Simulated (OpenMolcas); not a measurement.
Co3+ among 5 point charges of -1.62 e arranged as a square pyramid (C4v), 1.98 Å from the ion, with the axial distance 2.356 Å.

```json
{
 "Program": "OpenMolcas 26.06",
 "Method": "CASSCF",
 "Basis": "ANO-RCC-VDZP [5s4p2d1f]",
 "Scalar Hamiltonian": "DKH2, point nucleus",
 "Active space": "6 electrons in 5 orbitals (3d)",
 "State averaging": "2S+1 = 5 even, 5 roots; 2S+1 = 3 even, 45 roots; 2S+1 = 1 even, 50 roots",
 "Spin-orbit coupling": "state interaction with AMFI integrals over the reference wave functions"
}
```

(1) What is the spin-free ground state?

(2) Where is the first state of the same spin?

(3) What are the lowest two levels with spin-orbit coupling?

(4) What is χT at 300 K, and how does it compare with the textbook value?

Answers

(1) A state of multiplicity 5, 1-fold in its orbital part, 100 % from free-ion D terms; it has the highest spin that d6 allows.

(2) A 2-fold state lies at 738 cm-1 above the ground state.

(3) A 1-fold level, then a 2-fold level 38.6 cm-1 above it. Their leading multiplicities are 5 (100 %) and 5 (100 %).

(4) The lowest level has 2S+1 = 5, for which the spin-only value is χT = S(S+1) / 2 = 3.000 cm3 K/mol (g = 2). The computed 4.876 at 300 K differs by +1.876, through orbital momentum, spin-orbit coupling and any other state in reach.

Without dynamic correlation the repulsion within the d shell is too large (B by tens of per cent), so at a given field states of lower spin stand too high. Point charges give a weaker field than real ligands, and real ions of this kind are often low spin; the high spin found here belongs to the model. Point charges carry no covalency, so the field is a model and not that of real ligands. An unlabelled pair can be two single states that coincide in this model. No measured value stands beside these numbers.
